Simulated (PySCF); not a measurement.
Structure with atom numbers: `[CH:1]#[C:2][C@H:3]1[C@H:4]2[C@H:5]([F:6])[C@@H:7]12` (H(Xn): hydrogen on atom n).

Geometry: PBE0-D3(BJ)/def2-SVP; GIAO absolute shieldings from PySCF 2.14, gas phase, non-relativistic, averaged over equivalent atoms.

At PBE0/aug-cc-pVDZ (206 basis functions, 21 s wall time on 1 thread of an Arm Neoverse V1, shared host):
```csv
atoms,σ (ppm)
C2,116.5
C5,117.3
C1,130.4
C3,178.2
C4/C7,183.4
F6,386.2
H(C5),27.17
H(C3),29.18
H(C4)/H(C7),29.18
H(C1),29.90
```

Q: What do these become at PBE0/6-311+G(2d,p)?

A: 
```csv
atoms,"σ at PBE0/6-311+G(2d,p)",change
C2,101.6,-14.9
C5,105.8,-11.5
C1,115.8,-14.6
C3,169.7,-8.5
C4/C7,174.9,-8.5
F6,378.0,-8.2
H(C5),27.30,+0.13
H(C3),29.31,+0.13
H(C4)/H(C7),29.34,+0.16
H(C1),30.06,+0.16
```

The largest change is at C2 (alkyne carbon). Cost: 219 basis functions, 22 s wall time on 1 thread of an Arm Neoverse V1, shared host. The order of the carbon signals is the same at both levels.
